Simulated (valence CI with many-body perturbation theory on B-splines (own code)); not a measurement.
**E1 transitions of B**

Computed by valence CI with perturbative core correlation (CI+MBPT): three valence electrons over a frozen Dirac-Fock core [He], a basis of 11 s, 11 p, 10 d, 8 f, 5 g, 2 h functions for each j, with the one-electron correlation potential Σ1, the two-electron term Σ2, the three-electron term Σ3, Breit, model QED; selected CI, second order for the rest, scaled by the run's own slope (own B-spline code, finite nucleus).

Set against measurement, 16 paired levels are off by 44 cm⁻¹ on average, the worst by 65. These come from a selection out of the NIST Handbook of Basic Atomic Spectroscopic Data. Levels without a partner in it may be off by more.

Lines 101 to 150 of 200 in falling wavelength, among levels below 7.971 eV, chosen from the strongest by gf and those to the six lowest levels. Wavelengths and rates use the calculated energies, so an error of 40 cm⁻¹ moves a line at 563.7 nm by 0.23 % and its rate by three times that or more. Electric multipoles are in the length gauge, E1 and E2 with the static RPA response of the core. Weak lines are less certain than strong ones. Lines between different terms over intervals too small for the method are left out, as are lines whose strength nearly cancels. The highest levels of a list are the least certain.

Names give the largest LS component (configuration and term), which can be under half, so a name can repeat, a term be missing and a line seem to break the LS rules; names also repeat where a configuration has a term twice.

```tsv
λ vac (nm)	λ from measured levels	Upper	Lower	A (s⁻¹)	log gf	Branch %
741.3		2s2 5p 2P°_3/2	2s 2p2 2D_3/2	3.46e+03	-3.94	0.2
741.2		2s2 5p 2P°_3/2	2s 2p2 2D_5/2	3.10e+04	-2.99	1.4
721.2		2s2 5d 2D_3/2	2s2 3p 2P°_3/2	3.16e+04	-3.01	0.1
721.2		2s2 5d 2D_5/2	2s2 3p 2P°_3/2	1.90e+05	-2.05	0.3
721.1		2s2 5d 2D_3/2	2s2 3p 2P°_1/2	1.58e+05	-2.31	0.3
720.1		2s2 6s 2S_1/2	2s2 3p 2P°_3/2	1.39e+06	-1.67	1.4
720.0		2s2 6s 2S_1/2	2s2 3p 2P°_1/2	6.94e+05	-1.97	0.7
685.8		2s2 5f 2F°_5/2	2s 2p2 2D_3/2	1.28e+06	-1.27	16.3
685.8		2s2 5f 2F°_7/2	2s 2p2 2D_5/2	1.38e+06	-1.11	17.5
685.8		2s2 5f 2F°_5/2	2s 2p2 2D_5/2	9.18e+04	-2.41	1.2
662.8		2s2 7s 2S_1/2	2s2 3p 2P°_3/2	1.36e+05	-2.75	0.1
662.8		2s2 7s 2S_1/2	2s2 3p 2P°_1/2	6.81e+04	-3.05	0.0
656.9		2s2 6d 2D_3/2	2s2 3p 2P°_3/2	3.31e+04	-3.07	0.1
656.9		2s2 6d 2D_5/2	2s2 3p 2P°_3/2	1.99e+05	-2.11	0.6
656.8		2s2 6d 2D_3/2	2s2 3p 2P°_1/2	1.66e+05	-2.37	0.5
652.8		2s2 6p 2P°_1/2	2s 2p2 2D_3/2	3.20e+04	-3.39	2.4
652.8		2s2 6p 2P°_3/2	2s 2p2 2D_3/2	3.20e+03	-4.09	0.2
652.7		2s2 6p 2P°_3/2	2s 2p2 2D_5/2	2.89e+04	-3.13	2.1
636.5		2s 2p2 2S_1/2	2s2 3p 2P°_3/2	8.47e+05	-1.99	0.3
636.5		2s 2p2 2S_1/2	2s2 3p 2P°_1/2	4.23e+05	-2.29	0.2
627.9		2s2 6f 2F°_5/2	2s 2p2 2D_3/2	7.00e+05	-1.61	15.3
627.9		2s2 6f 2F°_7/2	2s 2p2 2D_5/2	7.51e+05	-1.45	16.4
627.9		2s2 6f 2F°_5/2	2s 2p2 2D_5/2	5.01e+04	-2.75	1.1
611.0		2s2 7p 2P°_1/2	2s 2p2 2D_3/2	1.02e+04	-3.94	0.9
611.0		2s2 7p 2P°_3/2	2s 2p2 2D_3/2	1.02e+03	-4.64	0.1
611.0		2s2 7p 2P°_3/2	2s 2p2 2D_5/2	9.21e+03	-3.69	0.8
563.7	563.5	2s2 4p 2P°_1/2	2s2 3s 2S_1/2	1.96e+05	-2.73	4.3
563.7	563.5	2s2 4p 2P°_3/2	2s2 3s 2S_1/2	1.97e+05	-2.43	4.3
509.4	506.8	2s2 3p 2P°_3/2	2s 2p2 4P_5/2	6.41e-01	-8.00	0.0
509.3	506.7	2s2 3p 2P°_1/2	2s 2p2 4P_3/2	4.52e-02	-9.45	0.0
509.3	506.6	2s2 3p 2P°_3/2	2s 2p2 4P_3/2	1.89e-02	-9.53	0.0
509.1	506.5	2s2 3p 2P°_1/2	2s 2p2 4P_1/2	2.86e+00	-7.65	0.0
509.1	506.5	2s2 3p 2P°_3/2	2s 2p2 4P_1/2	2.43e+00	-7.42	0.0
467.5		2s2 5p 2P°_1/2	2s2 3s 2S_1/2	5.81e+02	-5.42	0.0
467.5		2s2 5p 2P°_3/2	2s2 3s 2S_1/2	6.41e+02	-5.08	0.0
430.7		2s2 6p 2P°_1/2	2s2 3s 2S_1/2	1.61e+03	-5.05	0.1
430.7		2s2 6p 2P°_3/2	2s2 3s 2S_1/2	1.53e+03	-4.77	0.1
412.1		2s2 7p 2P°_1/2	2s2 3s 2S_1/2	5.95e+03	-4.52	0.5
412.1		2s2 7p 2P°_3/2	2s2 3s 2S_1/2	6.06e+03	-4.21	0.5
347.3	346.0	2s2 4p 2P°_3/2	2s 2p2 4P_5/2	3.39e-01	-8.61	0.0
347.2	345.9	2s2 4p 2P°_1/2	2s 2p2 4P_3/2	5.78e-02	-9.68	0.0
347.2	345.9	2s2 4p 2P°_3/2	2s 2p2 4P_3/2	3.19e-02	-9.64	0.0
347.2	345.8	2s2 4p 2P°_1/2	2s 2p2 4P_1/2	1.09e-01	-9.41	0.0
347.2	345.8	2s2 4p 2P°_3/2	2s 2p2 4P_1/2	2.94e-01	-8.67	0.0
345.9	346.6	2s 2p2 4P_1/2	2s2 2p 2P°_3/2	1.63e+01	-7.23	68.8
345.8	346.5	2s 2p2 4P_3/2	2s2 2p 2P°_3/2	2.55e-01	-8.74	74.4
345.7	346.4	2s 2p2 4P_5/2	2s2 2p 2P°_3/2	2.35e+00	-7.60	100.0
345.7	346.4	2s 2p2 4P_1/2	2s2 2p 2P°_1/2	7.39e+00	-7.58	31.1
345.6	346.3	2s 2p2 4P_3/2	2s2 2p 2P°_1/2	8.68e-02	-9.21	25.4
322.0	321.0	2s2 4f 2F°_5/2	2s 2p2 4P_5/2	3.03e-01	-8.55	0.0
```

(1) How does gf follow from A for the line at 741.2 nm?

Results:

(1) gf = 1.4992 × (2J+1)_upper × A / σ², with σ = 13491 cm⁻¹ and 2J+1 = 4: gf = 0.00102.
